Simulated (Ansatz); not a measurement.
```yaml
crystal:
  periodic: [false, false, false]
  atoms:
    - {symbol: C, position_ang: [-0.958337, 1.415642, 0.114416]}
    - {symbol: Si, position_ang: [-0.269723, -0.129512, 0.910520]}
    - {symbol: Ge, position_ang: [1.222503, -1.205733, -0.603107]}
    - {symbol: Cl, position_ang: [0.123032, -1.382425, -2.473460]}
    - {symbol: H, position_ang: [-0.163253, 2.135220, -0.091432]}
    - {symbol: H, position_ang: [-1.691721, 1.891938, 0.768759]}
    - {symbol: H, position_ang: [-1.446319, 1.166278, -0.830031]}
    - {symbol: H, position_ang: [-1.347247, -1.101026, 1.237681]}
    - {symbol: H, position_ang: [0.477651, 0.182112, 2.160975]}
    - {symbol: H, position_ang: [2.482557, -0.391750, -0.948745]}
    - {symbol: H, position_ang: [1.636355, -2.637745, -0.224875]}
basis:
  gaussian: {orbitals: def2-mTZVPP, nuclear_model: gaussian}
hamiltonian: {xc: {name: B3LYP}, dispersion: d3bj}
```

```sh
$ ansatz run in.yaml --threads 4 --pin off --events-out ev --progress --plain --max-ram 10444MiB
```

Shortened log:

```
Functional definition: B3LYP
1494 factors; their error is unknown
mean field evaluation 1: about -78068.2207 eV, gradient 5.2e1 eV
mean field evaluation 2: about -78064.2178 eV, gradient 6.2e1 eV
mean field evaluation 4: about -78073.7994 eV, gradient 1.9e0 eV
mean field evaluation 8: about -78074.0591 eV, gradient 5.0e-2 eV
mean field -78074.05909524 eV, -2869.1687512522 hartree, gradient 4.0e-5 eV, S^2 0.000000; 0 other end points of the search recorded, 0 dependent functions left out
reference -78074.05939223 eV, -2869.1687621664 hartree; 38, 38 occupied and 106, 106 virtual orbitals, 1494 factors
Total energy: -78074.55049498 eV, -2869.1868098596 hartree
```

It took 1.6 s on 4 threads of an Arm Neoverse V2 on a shared host, with 0.34 GiB of host memory at the peak.
